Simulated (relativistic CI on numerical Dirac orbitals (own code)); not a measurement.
## Inner-shell lines of Sb35+

Method of calculation: Dirac-Coulomb-Breit CI, KLI orbitals optimised for each configuration, model QED (radiative potential, 1s self-energy scaled to tabulated hydrogen-like ionisation energies), valence Slater integrals scaled by 0.9 (own radial code, finite nucleus).

CI space (outside the closed core 2s2 2p6): 1s2 3s2 3p4, 1s 3s2 3p5, 1s 3s2 3p4 4p, 1s 3s 3p5 4p, 1s 3s 3p6, 1s2 3s 3p5. Levels of other configurations are missing.

The table holds the strongest lines. The upper levels have an inner-shell vacancy. Auger decay, open to those above the ionisation limit, is not computed, and radiative decays to configurations outside the model are missing too. Absolute energies can be off by a few tenths of a per cent, and at this charge the scaling can make term splittings too narrow, so close lines can change order. LS names give the leading component, which can be well under half, for lower levels too. Brackets number the levels in order of energy.

```csv
λ (Å),Upper,Lower,A (s⁻¹),gA (s⁻¹)
0.412676,1s 3s2 3p5 3P°_2 [10],1s2 3s2 3p4 1D_2 [4],3.19e+14,1.60e+15
0.412625,1s 3s2 3p5 3P°_1 [12],1s2 3s2 3p4 3P_0 [5],5.22e+14,1.57e+15
0.412596,1s 3s2 3p5 1P°_1 [11],1s2 3s2 3p4 1D_2 [4],6.90e+14,2.07e+15
0.41259,1s 3s2 3p5 3P°_2 [10],1s2 3s2 3p4 3P_1 [3],3.92e+14,1.96e+15
0.411876,1s 3s2 3p5 1P°_1 [11],1s2 3s2 3p4 1S_0 [2],5.16e+14,1.55e+15
0.411797,1s 3s2 3p5 3P°_2 [10],1s2 3s2 3p4 3P_2 [1],8.47e+14,4.23e+15
0.411761,1s 3s2 3p5 3P°_1 [12],1s2 3s2 3p4 1D_2 [4],1.38e+15,4.15e+15
0.411718,1s 3s2 3p5 1P°_1 [11],1s2 3s2 3p4 3P_2 [1],1.17e+15,3.52e+15
0.411708,1s 3s 3p6 3S_1 [14],1s2 3s 3p5 3P°_2 [6],1.28e+15,3.84e+15
0.411667,1s 3s2 3p5 3P°_0 [13],1s2 3s2 3p4 3P_1 [3],1.55e+15,1.55e+15
0.397357,1s 3s 3p5 4p 3D_3 [58],1s2 3s 3p5 3P°_2 [6],1.57e+14,1.10e+15
0.397205,1s 3s2 3p4 4p 3F°_3 [35],1s2 3s2 3p4 1D_2 [4],1.66e+14,1.16e+15
0.39705,1s 3s 3p5 4p 3P_2 [65],1s2 3s 3p5 3P°_2 [6],2.42e+14,1.21e+15
0.397033,1s 3s 3p5 4p 5P_3 [67],1s2 3s 3p5 3P°_2 [6],1.62e+14,1.14e+15
0.396922,1s 3s 3p5 4p 3D_3 [70],1s2 3s 3p5 3P°_2 [6],1.81e+14,1.27e+15
0.396896,1s 3s2 3p4 4p 3P°_2 [25],1s2 3s2 3p4 3P_2 [1],3.56e+14,1.78e+15
0.39687,1s 3s2 3p4 4p 3D°_3 [27],1s2 3s2 3p4 3P_2 [1],2.76e+14,1.93e+15
0.396822,1s 3s2 3p4 4p 3D°_3 [50],1s2 3s2 3p4 1D_2 [4],2.37e+14,1.66e+15
0.396794,1s 3s2 3p4 4p 1D°_2 [51],1s2 3s2 3p4 1D_2 [4],2.22e+14,1.11e+15
0.396782,1s 3s2 3p4 4p 1P°_1 [59],1s2 3s2 3p4 3P_0 [5],3.81e+14,1.14e+15
```
